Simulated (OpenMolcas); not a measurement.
## Co III: CASPT2 settings compared

```json
{
 "Program": "OpenMolcas",
 "Basis": "ANO-RCC-VQZP [7s6p4d3f2g1h]",
 "Scalar Hamiltonian": "DKH2, point nucleus",
 "Active space": "7 electrons in 5 orbitals (3d)",
 "State averaging": "2S+1 = 4 even, 10 roots; 2S+1 = 2 even, 35 roots kept (CI in the orbitals of an earlier block)",
 "Spin-orbit coupling": "RASSI with atomic mean-field integrals over the reference wave functions, term energies averaged over their components"
}
```

Methods on the same reference wave functions:
A. CASSCF
B. SS-CASPT2, IPEA 0.15 Eh, sigma1 regulariser 0.5 Eh (closed shells correlated: 3s 3p)
C. SS-CASPT2, IPEA 0.5 Eh, no level shift (closed shells correlated: 3s 3p)
D. SS-CASPT2, IPEA 0.75 Eh, real shift 0.5 Eh (closed shells correlated: 3s 3p)

Energies in cm-1 above 3d7 4F 9/2, the measured ground level; measured values from Sugar and Corliss, J. Phys. Chem. Ref. Data 10, 1097 (1981).

```
      Level      A      B      C      D  Measured
 3d7 4F 9/2    0.0    0.0    0.0    0.0       0.0
 3d7 4F 7/2    821    825    824    824       841
 3d7 4F 5/2   1430   1431   1430   1430      1451
 3d7 4F 3/2   1850   1846   1846   1846      1867
 3d7 4P 5/2  19410  15720  16080  16310     15202
 3d7 2G 9/2  19417  16890  17450  17760     16978
 3d7 4P 3/2  19693  16010  16370  16600     15428
 3d7 4P 1/2  20066  16380  16740  16970     15811
 3d7 2G 7/2  20202  17680  18250  18550     17766
 3d7 2P 3/2  25700  22010  22490  22750     20195
3d7 2H 11/2  25827  22670  23120  23370     22720
 3d7 2P 1/2  26515  23000  23440  23680          
 3d7 2H 9/2  26517  23370  23830  24070     23434
 3d7 2D 5/2  27995  23320  23980  24370     23059
 3d7 2D 3/2  29206  24710  25330  25690     24237
 3d7 2F 5/2  44780  37530  38260  38720     37021
 3d7 2F 7/2  45098  37850  38580  39040     37316
```

Deviations, from unrounded energies. A percentage is the sum of absolute deviations over the sum of measured energies, with the sign that they share, or ± where signs differ.

| Against measurement | Levels | A | B | C | D |
| --- | --- | --- | --- | --- | --- |
| mean absolute deviation (cm-1) | 15 | 3700 | 370 | 760 | 1000 |
| fine structure of the ground term (%) | 3 | -1.4 | -1.4 | -1.4 | -1.4 |
| other terms of the ground configuration (%) | 12 | +20.3 | ±2.1 | +4.2 | +5.6 |

B lies closest to measurement on these levels and A furthest from it. The largest miss of B in the table is 3d7 2P 3/2, by +1800 cm-1. The ranking rests on the paired levels alone, and a cruder setting can come out closer through cancelling errors.

Among B to D the level of the table that moves most is 3d7 2F 5/2, by 1200 cm-1 (lowest in B, highest in D). Moves below CASPT2's spread within the term are not significant.

The mean deviations of B to D differ by less than CASPT2's widest spread within a term (1200 cm-1), so their order carries little weight.

From A to B the spin-free energies of the other terms of 3d7 shown, above 4F, scale by factors of 0.80 to 0.87, as is usual when dynamic correlation screens the repulsion within a d or f shell.

The lowest spin-free term lies below A's lowest term by 0.606 hartree in B, 0.595 hartree in C, 0.585 hartree in D.

CASPT2 does not keep the components of a term degenerate, so their means are used; among the terms shown or strongly mixed into the levels shown the widest spread is 1200 cm-1 (3d7 4F, B). Terms from blocks run as CI alone lack orbitals of their own. Without dynamic correlation excited terms often stand tens of per cent too high (terms of higher spin than the ground term too low), and those without a measured partner can miss by more than the paired ones (holds for A). Some levels mix across a computed gap that differs much from the measured one, so their mixing is not that of the real levels (holds for B; C; D). The CASPT2 spread within a term exceeds the gap to the next term for 3d7 2P and 3d7 2H, 3d7 2H and 3d7 2D, so the order of their levels is uncertain (holds for B; C; D). Computed and measured levels are paired by configuration, term and J; levels that our copy of the source lacks, or whose pairing is in doubt (as where it misses far off the trend of its configuration), stay unpaired and out of the deviations. Levels of configurations outside the active space are missing.
